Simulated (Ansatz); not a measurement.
C$_{3}$H$_{8}$OZn (`CC(C)[O][ZnH]`) at its PBE0-D4/def2-TZVP geometry, where that method's forces vanish. Total charge 0; spin multiplicity 1.

```xyz
13

C    -0.7215   -0.3018   -1.2003
C     0.4690    0.2810   -0.4583
C     0.0360    1.3297    0.5519
O     1.2382   -0.7216    0.1436
Zn    0.7326   -1.8688    1.4011
H    -0.3908   -1.0652   -1.9072
H    -1.4195   -0.7667   -0.4929
H    -1.2691    0.4676   -1.7514
H     1.1205    0.7720   -1.1972
H     0.9034    1.7219    1.0863
H    -0.6504    0.8896    1.2859
H    -0.4813    2.1638    0.0700
H     0.4330   -2.9014    2.4684
```

Question: What forces (eV/Å) does r2SCAN-D4/def2-TZVPP give on these atoms in the Gaussian-basis code of Ansatz? (Estimate.)

Answer: Ansatz gave: 
```
C1  -0.098 -0.059 -0.082
C2  -0.103  0.213 -0.155
C3  -0.023  0.104  0.093
O4   0.185 -0.325  0.222
Zn5 -0.070 -0.087  0.109
H6  -0.007  0.007  0.010
H7   0.018  0.001  0.014
H8   0.004 -0.008  0.005
H9   0.024 -0.004 -0.007
H10 -0.013 -0.005 -0.003
H11  0.009 -0.019 -0.008
H12  0.005 -0.007  0.006
H13  0.070  0.189 -0.201
```
